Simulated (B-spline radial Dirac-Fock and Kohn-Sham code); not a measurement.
**As: input and output of one calculation**

ΔSCF core binding energies without Breit or QED terms, calculated with a radial finite-basis atomic code. Keys: rel is the Hamiltonian (dirac, or spin-free x2c and nr, where L3 and M5 stand for the whole 2p and 3d shells), method is hf or an exchange,correlation pair (spin-unpolarised, also for the hole states), nuc the nuclear model, radius_factor scales its radius, rmax is the box in bohr, h the logarithmic mesh step, order the B-spline order, points the quadrature points per cell, c_factor scales the speed of light, and damp, ndamp, maxit and tol steer the iteration. The run stops when the commutator error falls below 10·tol·max(1, Z/10), or the numerical noise floor, and the energy has settled to about 1e-8 Ha; the virial ratio is −V/T.

Input (task.json):

```json
{"items": [{"Z": 33, "q": 0, "cfg": [[1, 0, 2], [2, 0, 2], [2, 1, 6], [3, 0, 2], [3, 1, 6], [3, 2, 10], [4, 0, 2], [4, 1, 3]], "A": 75, "rrms": 4.0968, "do": "settings", "holes": ["K", "L3", "M5"],
  "settings": [{"rel": "dirac", "method": "lda,vwn", "nuc": "fermi", "radius_factor": 1.0, "rmax": 45.0, "h": 0.3, "order": 8, "points": 10, "c_factor": 1.0, "maxit": 55, "damp": 0.5, "ndamp": 3, "tol": 1e-08, "cfg": "1s2 2s2 2p6 3s2 3p6 3d10 4s2 4p5"}]}]}
```

Command: `python xray2_run.py task.json out`

Ground-state iterations:

```
iter   energy (Ha)        error
   1    -2257.30018806  1.08e+00
   2    -2255.78682556  1.11e-01
   3    -2257.25031720  8.98e-02
   4    -2255.85739793  1.07e-01
   5    -2256.17743833  1.98e-01
   6    -2257.09834594  1.04e-01
   7    -2257.45431834  6.17e-02
   8    -2257.66890245  3.62e-02
   9    -2255.96674357  7.92e-02
  10    -2257.49409065  6.37e-02
  11    -2255.96357815  8.08e-02
  12    -2255.96385862  8.07e-02
  13    -2257.27982111  8.68e-02
  14    -2257.31933117  8.29e-02
  15    -2257.25655795  8.94e-02
  23    -2255.96648168  8.21e-02
  31    -2257.11729325  1.05e-01
  39    -2257.00504102  1.17e-01
  47    -2257.68238788  3.67e-02
  55    -2255.96252323  7.96e-02
```

The ground state had not converged after 55 iterations, with total energy -2255.96252 Ha, virial ratio 1.97978 and highest orbital energy 0.48 eV. Holes are computed only in closed shells, and unreliable hole states are left out.

**Question.** One setting is unsound. Which, and why?

**Answer.** cfg describes an anion whose outer electrons are not bound. With the default settings (Dirac Hartree-Fock): The ground state converged in 10 iterations, with total energy -2259.44188 Ha, virial ratio 1.97750 and highest orbital energy -8.86 eV. ΔSCF binding energies: K (1s) 11899.5 eV, L3 (2p3/2) 1333.8 eV, M5 (3d5/2) 48.54 eV.
